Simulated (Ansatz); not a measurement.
Consider the isomerisation: `C[SiH2]B(N)Cl` → `N[SiH2]CBCl`.

Calculated with Ansatz (gas phase, PBE0-D4/def2-TZVP geometries, no zero-point term in ΔE). CBS: MP2 limit from def2 TZ/QZ plus the TZ coupled-cluster correction, frozen cores. DFT in def2-TZVPP. One conformer a species, not always the lowest.

(1) Is it downhill or uphill in electronic energy at CCSD(T)/CBS, and by how much? (Estimate.)

(2) What do these levels give: PBE-D4, PBE0-D4, ωB97X-V, ωB97M-V, PBE0, HF/def2-TZVPP, CCSD/def2-TZVPP, CCSD(T)/def2-TZVPP, HF/def2-QZVPP, SCS-MP2/def2-QZVPP, HF/CBS(def2), CCSD/CBS(def2)? (Best estimate.)

Largest T1 diagnostic among the species: 0.012.

Answers

(1) Computed: Uphill: ΔE = +10.9 kcal/mol.

(2) Ansatz gave: PBE-D4 14.4, PBE0-D4 13.2, ωB97X-V 11.6, ωB97M-V 10.7, PBE0 13.3, HF/def2-TZVPP 9.1, CCSD/def2-TZVPP 10.8, CCSD(T)/def2-TZVPP 11.2, HF/def2-QZVPP 8.7, SCS-MP2/def2-QZVPP 9.6, HF/CBS(def2) 8.7, CCSD/CBS(def2) 10.5 kcal/mol.

From PBE to PBE0 (25 % exact exchange), in def2-TZVPP and without D4, ΔE moves by −1.3 kcal/mol.
